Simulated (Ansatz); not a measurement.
1-butyl-3-methylimidazolium bromide (C8H15BrN2), 26 atoms. Hardware: 4 threads of Arm Neoverse V2 on a shared host.

The 6-31G sets use Cartesian d functions. Correlated methods freeze 19 core orbitals; core or outer-core shells of Br are correlated, in sets that lack core-valence functions.

Problem. How many basis functions does each of these Ansatz runs have, and roughly what does it cost? PBE0-D4/def2-TZVP, charge -1 doublet, energy, from earlier orbitals; PBE-D4/def2-SVP, charge -1 doublet, relaxation, 18 steps; PBE0-D4/def2-TZVP, charge 1 doublet at the geometry of the charge 0 singlet, energy; PBE-D4/def2-TZVP, charge 1 doublet at the geometry of the charge 0 singlet, energy, from earlier orbitals; PBE0-D4/def2-SVP, charge 0 singlet, energy, from earlier orbitals; HF/6-31G, charge 0 singlet, energy; MP2/def2-SVP, charge 0 singlet, energy, from earlier orbitals; PBE-D4/def2-SVP, charge 0 singlet, energy, from earlier orbitals; r2SCAN-D4/def2-TZVP, charge 0 singlet, energy, from earlier orbitals; r2SCANh-D4/def2-TZVP, charge 1 doublet at the geometry of the charge 0 singlet, energy, from earlier orbitals; PBE-D4/def2-TZVP, charge 0 triplet at the geometry of the charge 0 singlet, energy, from earlier orbitals; B3LYP-D4/6-31G, charge 0 singlet, energy.

Solution. Other jobs shared the machine, so times can vary by a factor of up to 3. A dash marks memory too small to be measured apart from the calling script's.

```json
{"run": "HF/6-31G, charge 0 singlet, energy", "functions": "149", "fitting or Cholesky vectors": "2021", "wall time": "2.1 s", "peak host memory (GiB)": "–"}
{"run": "B3LYP-D4/6-31G, charge 0 singlet, energy", "functions": "149", "fitting or Cholesky vectors": "2021", "wall time": "3.7 s", "peak host memory (GiB)": "–"}
{"run": "PBE-D4/def2-SVP, charge 0 singlet, energy, from earlier orbitals", "functions": "247", "fitting or Cholesky vectors": "2823", "wall time": "3.9 s", "peak host memory (GiB)": "–"}
{"run": "MP2/def2-SVP, charge 0 singlet, energy, from earlier orbitals", "functions": "247", "fitting or Cholesky vectors": "2550", "wall time": "6.5 s", "peak host memory (GiB)": "–"}
{"run": "PBE0-D4/def2-SVP, charge 0 singlet, energy, from earlier orbitals", "functions": "247", "fitting or Cholesky vectors": "2873", "wall time": "7.5 s", "peak host memory (GiB)": "1.5"}
{"run": "r2SCAN-D4/def2-TZVP, charge 0 singlet, energy, from earlier orbitals", "functions": "448", "fitting or Cholesky vectors": "2786", "wall time": "16 s", "peak host memory (GiB)": "1.2"}
{"run": "PBE-D4/def2-TZVP, charge 1 doublet at the geometry of the charge 0 singlet, energy, from earlier orbitals", "functions": "448", "fitting or Cholesky vectors": "2786", "wall time": "19 s", "peak host memory (GiB)": "1.4"}
{"run": "PBE-D4/def2-TZVP, charge 0 triplet at the geometry of the charge 0 singlet, energy, from earlier orbitals", "functions": "448", "fitting or Cholesky vectors": "2786", "wall time": "20 s", "peak host memory (GiB)": "1.4"}
{"run": "PBE0-D4/def2-TZVP, charge -1 doublet, energy, from earlier orbitals", "functions": "448", "fitting or Cholesky vectors": "3074", "wall time": "35 s", "peak host memory (GiB)": "3.2"}
{"run": "PBE0-D4/def2-TZVP, charge 1 doublet at the geometry of the charge 0 singlet, energy", "functions": "448", "fitting or Cholesky vectors": "3068", "wall time": "49 s", "peak host memory (GiB)": "3.3"}
{"run": "r2SCANh-D4/def2-TZVP, charge 1 doublet at the geometry of the charge 0 singlet, energy, from earlier orbitals", "functions": "448", "fitting or Cholesky vectors": "3068", "wall time": "52 s", "peak host memory (GiB)": "3.5"}
{"run": "PBE-D4/def2-SVP, charge -1 doublet, relaxation, 18 steps", "functions": "247", "fitting or Cholesky vectors": "2823", "wall time": "98 s", "peak host memory (GiB)": "–"}
```
